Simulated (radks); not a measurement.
All-electron atom: the arsenic ion As28+ in [He] 2s2 2p1 (the NIST ground configuration).

Calculated with a radial shooting solver on a logarithmic mesh with Libxc functionals: scalar-relativistic Kohn-Sham, r2SCAN, spin-polarised, spherical densities, finite nucleus; open shells are filled with parallel spins first; meta-GGA in the generalised Kohn-Sham scheme; Fermi nuclear charge, rms radius 4.0968 fm.

Energy parts (eV):
total: -39261.280
kinetic: 40316.003
electron-nucleus: -81621.391
Hartree: 2887.722
exchange-correlation: -843.614

Orbitals (lengths in bohr, moments of r in powers of bohr; r(90%) holds 90 % of the orbital's charge):
| orbital | occ. | eigenvalue (eV) | <r^4> | r(90%) | <r^2> |
|---|---|---|---|---|---|
| 1s up | 1 | -13733.19 | 0.00001945 | 0.0808 | 0.002755 |
| 1s down | 1 | -13721.27 | 0.00001934 | 0.0807 | 0.002748 |
| 2s up | 1 | -3121.064 | 0.002862 | 0.288 | 0.04154 |
| 2s down | 1 | -3100.202 | 0.002904 | 0.289 | 0.04184 |
| 2p up | 1 | -2996.985 | 0.001889 | 0.260 | 0.03155 |
| 2p down | 0 | -2970.712 | 0.001929 | 0.261 | 0.03186 |

The highest occupied level is 2p up at -2997.0 eV. The spin density at the nucleus is -0.24 e/bohr^3 (1s -25.16, 2s 24.92). For comparison, the ionisation energy in NIST's Atomic Spectra Database is 3088 eV (semi-empirical). In exact Kohn-Sham theory the highest level is minus the ionisation energy, but local and semilocal functionals leave it too shallow, through self-interaction and a potential that decays too fast; potentials with the right tail come closer. Spin moment in Bohr magnetons: 1. The electron density at the nucleus is 3.617e+04 e/bohr^3 (large components only).
